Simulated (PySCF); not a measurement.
A structure optimised at ωB97X-D3(BJ)/def2-TZVP, used in a PySCF frequency run:

```xyz
8

Mg    -0.0721     0.5693    -0.4106
N     -0.2686     2.0902    -1.5180
H     -0.5251     3.0212    -1.2220
H     -0.1368     2.1266    -2.5188
Si     0.1900    -1.4823     1.0752
H      0.3067    -2.7501     0.2965
H     -0.9621    -1.6820     2.0023
H      1.4033    -1.4265     1.9420
```

**Question.** Write its SMILES and formula.

**Answer.** [NH2][Mg][SiH3], H5MgNSi

**Question.** What are its rotational constants (standard atomic weights)?

**Answer.** 71.842, 2.0797, 2.0684 GHz
